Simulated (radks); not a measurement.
The numbers below are computed, except where a source is named.
Q: Excited configurations of As2+: one electron is placed in a higher orbital outside [Ar] 3d10 4s2. The ground configuration is [Ar] 3d10 4s2 4p1. Code: a radial shooting solver on a logarithmic mesh with Libxc functionals. Model: scalar-relativistic Kohn-Sham, PBE, spin-polarised, spherical densities, finite nucleus; open shells are filled with parallel spins first; Fermi nuclear charge, rms radius 4.0968 fm. Excitation = E - E(ground); binding = E(ion) - E, where the ion is the core of charge +3; n* = 3/sqrt(2 binding) in atomic units, and the quantum defect is n - n*.

| outer orbital | excitation (eV) | binding (eV) | n* | quantum defect | eigenvalue (eV) | <r> (bohr) |
|---|---|---|---|---|---|---|
| 5s | 12.604 | 15.395 | 2.820 | 2.180 | -13.299 | 4.139 |
| 6d | 22.563 | 5.436 | 4.746 | 1.254 | -4.678 | 10.76 |
| 6f | 24.151 | 3.847 | 5.642 | 0.358 | -3.286 | 14.59 |
| 7s | 22.466 | 5.533 | 4.704 | 2.296 | -4.828 | 11.52 |
| 7p | 23.130 | 4.869 | 5.015 | 1.985 | -4.236 | 12.82 |
| 7d | 24.206 | 3.793 | 5.682 | 1.318 | -3.306 | 15.89 |

Estimate the row for 4f.

A: excitation (eV) 19.913; binding (eV) 8.086; n* 3.892; quantum defect 0.108; eigenvalue (eV) -6.493; <r> (bohr) 5.617. The Delta-SCF ionisation energy is 27.999 eV (NIST Atomic Spectra Database: 28.35 eV, measured). Self-interaction in the functional shifts the binding energies and quantum defects, so they are the method's values and not measured ones. Open shells are spherical and high-spin; term and fine-structure splittings are not resolved.
